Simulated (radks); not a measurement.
Ionisation of neutral neodymium, [Xe] 4f4 6s2, to [Xe] 4f4 6s1 as the strength of local exchange is varied. Calculated with a radial shooting solver on a logarithmic mesh with Libxc functionals: Dirac Kohn-Sham, Slater X-alpha exchange (alpha = 2/3 is LDA exchange), no correlation, spin-unpolarised, spherical densities, finite nucleus; open shells fill j = l - 1/2 first; Fermi nuclear charge, rms radius 4.9123 fm.

alpha  E(Nd) (hartree)  exchange (hartree)  IE (eV)  -e of the level emptied (eV)  <r> of it (bohr)
0.667       -9616.7302           -210.3052    5.158                 2.845 (6s1/2)             4.510
0.709       -9629.9822           -223.8667    5.340                 3.007 (6s1/2)             4.460
0.793       -9656.5427           -251.0970    5.722                 3.355 (6s1/2)             4.358
0.878       -9683.4954           -278.7976    6.129                 3.730 (6s1/2)             4.257
0.98        -9715.9387           -312.2325    6.641                 4.207 (6s1/2)             4.141
1.029       -9731.5628           -328.3696    6.895                 4.445 (6s1/2)             4.087
1.049       -9737.9472           -334.9701    7.001                 4.544 (6s1/2)             4.066

NIST Atomic Spectra Database: 5.525 eV (measured). The Delta-SCF value meets it near alpha = 0.75. Spin polarisation and multiplet splitting are left out, so open shells lie too high by an amount that depends on their filling.

Beside tabulated values, note that spin-unpolarised runs miss the spin-polarisation part of the exchange energy of open shells.
